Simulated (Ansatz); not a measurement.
Basis-set extrapolation for CH5BOSi (`[SiH3]C1BO1`) (PBE0-D4/def2-TZVP geometry, frozen core, the Gaussian-basis code of Ansatz). Multiplicity 1, RHF reference.

```
                      def2-TZVPP   def2-QZVPP
                 HF  -429.300121  -429.315811
    MP2 correlation    -0.621954    -0.666487
CCSD(T) correlation    -0.684721      not run
```

Energies in hartree. Use E(X) = E(∞) + A·exp(−7.88·√X) for Hartree–Fock and E(X) = E(∞) + B·X^(−2.97) for correlation, with X = 3 and 4, and add CCSD(T) minus MP2 of the smaller set to the MP2 limit.

What is the CCSD(T) energy at the basis-set limit?

HF limit: -429.315811 + (-0.015690) × 0.13774 = -429.31797. MP2 limit: -0.666487 + (-0.044533) × 0.74074 = -0.69947. Higher-order term: -0.684721 − (-0.621954) = -0.06277. Total: -430.08021 hartree, 250.4 kJ/mol below CCSD(T)/def2-TZVPP.
